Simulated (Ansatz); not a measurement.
Ansatz (a quantum-chemistry and plane-wave program) input (B3LYP-D3(BJ)/def2-TZVP):

Ansatz 0.2 input:
```yaml
crystal:
  periodic: [false, false, false]
  atoms:
    - {symbol: Si, position_ang: [0.29388519, -0.07518006, 0.02129791]}
    - {symbol: C, position_ang: [-1.51635576, 0.36046306, 0.04148039]}
    - {symbol: O, position_ang: [0.55678911, -1.60998153, -0.47052949]}
    - {symbol: O, position_ang: [1.10410128, 0.90137496, -1.00047673]}
    - {symbol: O, position_ang: [0.92965959, 0.06275975, 1.51480336]}
    - {symbol: H, position_ang: [-1.98942370, 0.90813307, -0.75313674]}
    - {symbol: H, position_ang: [-2.17370983, 0.07581313, 0.84243485]}
    - {symbol: H, position_ang: [0.57049330, -1.79325514, -1.40472170]}
    - {symbol: H, position_ang: [1.31122752, 1.78714041, -0.72043086]}
    - {symbol: H, position_ang: [0.91326063, -0.69847648, 2.08629568]}
basis:
  gaussian:
    orbitals: def2-TZVP
hamiltonian:
  xc: b3lyp
  dispersion: d3bj
magnetization: {spin_polarized: true, initial_magnetization: 1}
relax: {f_tol: 0.002, max_steps: 150}
```

End of the output:

```
reference -15144.26062564 eV, -556.5413128436 hartree; 25, 24 occupied and 166, 167 virtual orbitals, 1114 factors
relax step  19: F+E_penalty+E_count = -15144.59242219 eV  Δ(F+E_penalty+E_count) = +3.379e-6 eV  max|allowed force component| = 1.063e-2 eV/Å  Δτ_max = 0.0100 Å  (36 SCF iters, rejected (line search))
these checks for a lower state are left out or cut short: starts, cluster_reference, orbital_swaps, neighbouring_geometries, increment
integrals: 0.10 GiB planned
1114 factors; their error is unknown
mean field: 1.24 GiB planned
mean field -15144.26038233 eV, -556.5413039021 hartree, gradient 2.0e-5 eV, S^2 0.753313; 0 other end points of the search recorded, 0 dependent functions left out
the calculation of the forces begins
reference -15144.26063364 eV, -556.5413131377 hartree; 25, 24 occupied and 166, 167 virtual orbitals, 1114 factors
relax step  20: F+E_penalty+E_count = -15144.59243366 eV  Δ(F+E_penalty+E_count) = -8.089e-6 eV  max|allowed force component| = 2.854e-3 eV/Å  Δτ_max = 0.0049 Å  (27 SCF iters, accepted)
these checks for a lower state are left out or cut short: starts, cluster_reference, orbital_swaps, neighbouring_geometries, increment
integrals: 0.10 GiB planned
1114 factors; their error is unknown
mean field: 1.24 GiB planned
mean field -15144.26038494 eV, -556.5413039983 hartree, gradient 1.8e-5 eV, S^2 0.753313; 0 other end points of the search recorded, 0 dependent functions left out
the calculation of the forces begins
reference -15144.26063626 eV, -556.5413132339 hartree; 25, 24 occupied and 166, 167 virtual orbitals, 1114 factors
relax step  21: F+E_penalty+E_count = -15144.59243429 eV  Δ(F+E_penalty+E_count) = -6.330e-7 eV  max|allowed force component| = 2.066e-3 eV/Å  Δτ_max = 0.0007 Å  (26 SCF iters, accepted)
these checks for a lower state are left out or cut short: starts, cluster_reference, orbital_swaps, neighbouring_geometries, increment
integrals: 0.10 GiB planned
1114 factors; their error is unknown
mean field: 1.24 GiB planned
mean field evaluation 160: about -15144.2604 eV, gradient 1.2e-4 eV
mean field -15144.26038779 eV, -556.5413041030 hartree, gradient 2.0e-5 eV, S^2 0.753313; 0 other end points of the search recorded, 0 dependent functions left out
the calculation of the forces begins
reference -15144.26063911 eV, -556.5413133387 hartree; 25, 24 occupied and 166, 167 virtual orbitals, 1114 factors
relax step  22: F+E_penalty+E_count = -15144.59243506 eV  Δ(F+E_penalty+E_count) = -7.613e-7 eV  max|allowed force component| = 1.216e-3 eV/Å  Δτ_max = 0.0006 Å  (25 SCF iters, accepted)
integrals: 0.10 GiB planned
1114 factors; their error is unknown
mean field: 1.24 GiB planned
mean field -15144.26038779 eV, -556.5413041030 hartree, gradient 1.9e-5 eV, S^2 0.753313; 1 other end points of the search recorded, 0 dependent functions left out
the calculation of the forces begins
reference -15144.26063911 eV, -556.5413133387 hartree; 25, 24 occupied and 166, 167 virtual orbitals, 1114 factors
Total energy: -15144.59268637 eV, -556.5535158505 hartree
Atom 0 at     0.197606    -0.143761     0.075029 Å, force     0.000533     0.000183     0.000563 eV/Å
Atom 1 at    -1.537813     0.434007     0.019321 Å, force     0.000598     0.000127    -0.000426 eV/Å
Atom 2 at     0.432479    -1.648232    -0.541870 Å, force     0.000426     0.000386    -0.001216 eV/Å
Atom 3 at     1.180800     0.810848    -0.845257 Å, force    -0.000152    -0.000140    -0.000171 eV/Å
Atom 4 at     0.590285    -0.163783     1.666001 Å, force    -0.000270    -0.000250    -0.000355 eV/Å
Atom 5 at    -2.045549     0.660813    -0.911385 Å, force    -0.000035    -0.000080    -0.000076 eV/Å
Atom 6 at    -2.145489     0.542373     0.909646 Å, force    -0.000370    -0.000042     0.000432 eV/Å
Atom 7 at     0.791912    -1.698161    -1.431341 Å, force    -0.000565    -0.000283     0.001097 eV/Å
Atom 8 at     1.146657     1.759545    -0.700851 Å, force    -0.000158    -0.000028     0.000137 eV/Å
Atom 9 at     1.389040    -0.634859     1.917723 Å, force    -0.000007     0.000126     0.000015 eV/Å
Dipole moment:     0.099597     0.222965    -0.162976 e Å
```

It need not be the lowest isomer of its formula.
